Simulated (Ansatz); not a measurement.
Worked example: BH(CH3)F + C2H5I → BH(CH3)I + C2H5F

Species: BH(CH3)F, singlet; C2H5I `CCI`, singlet; BH(CH3)I, singlet; C2H5F `CCF`, singlet. The partners trade F for I: B–F and C–I bonds give way to B–I and C–F.

Shapes, held fixed at every level: PBE0-D4/def2-TZVP. Programs: Ansatz 0.2.0. The zero-point and thermal change to 298 K, harmonic and unscaled (PBE0-D4/def2-TZVP), is +0.2 kJ/mol.

At CCSD(T)/def2-TZVPP; 1 Eh = 2625.50 kJ/mol:

| species | energy (Eh) |
| --- | --- |
| BH(CH3)F | -165.020949 |
| C2H5I | -376.217188 |
| BH(CH3)I | -362.386138 |
| C2H5F | -178.810117 |

**Question.** Work out ΔH(298 K) of the reaction at this level.

**Answer.** 
1. Products less reactants: (-362.386138) + (-178.810117) − [(-165.020949) + (-376.217188)] = 0.041882 Eh = +110.0 kJ/mol.
2. With the thermal change: +110.0 + (+0.2) = +110.2 kJ/mol.

Other levels give +102.8 (PBE0-D4/def2-TZVPP) to +114.6 kJ/mol (MP2/def2-TZVPP). No measured value is set beside it here. For atoms past krypton def2 sets carry core potentials with scalar relativity. Correlated rows may include outer-core shells of I, which these sets cover unevenly.
